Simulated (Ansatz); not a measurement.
Relaxation of CH4Cl2Si (8 atoms, charge 0, multiplicity 1), to a largest force component of 0.03 eV/Å in at most 50 steps.

Level of theory: Ansatz 0.2.0, RKS PBE-D4/def2-SVP.

```xyz
8
Properties=species:S:1:pos:R:3:forces:R:3
Si 0.032 0.017 0.198 0.87 0.02 -0.14
H 0.039 -0.133 1.652 -0.83 -0.11 0.66
Cl 2.126 0.161 0.125 -0.05 0.05 -0.55
C -0.793 1.506 -0.563 -0.04 0.00 0.06
H -1.888 1.345 -0.633 0.02 0.02 -0.01
H -0.599 2.410 0.051 0.02 -0.02 -0.05
H -0.391 1.669 -1.583 -0.02 0.01 0.01
Cl -0.648 -1.701 -0.747 0.02 0.02 0.01
```

Problem. Where does it end, and by what steps?

Solution. It converged. After 6 steps the energy has fallen by 0.176 eV; H2 moved furthest, 0.27 Å.

| step | energy less start (eV) | largest force component (eV/Å) | accepted |
| --- | --- | --- | --- |
| 0 | 0.0000 | 0.871 | yes |
| 1 | -0.1584 | 0.398 | yes |
| 2 | -0.1389 | 0.284 | no |
| 3 | -0.1718 | 0.057 | yes |
| 4 | -0.1751 | 0.032 | yes |
| 5 | -0.1749 | 0.153 | no |
| 6 | -0.1755 | 0.009 | yes |

```xyz
8
Properties=species:S:1:pos:R:3
Si 0.077 0.017 0.220
H -0.231 -0.161 1.674
Cl 2.137 0.217 0.030
C -0.765 1.498 -0.545
H -1.866 1.385 -0.489
H -0.473 2.425 -0.010
H -0.473 1.598 -1.609
Cl -0.529 -1.707 -0.771
```

Time of the run: 12 s on 2 threads of Arm Neoverse V2, with other jobs on the host, peak memory 0.12 GiB.
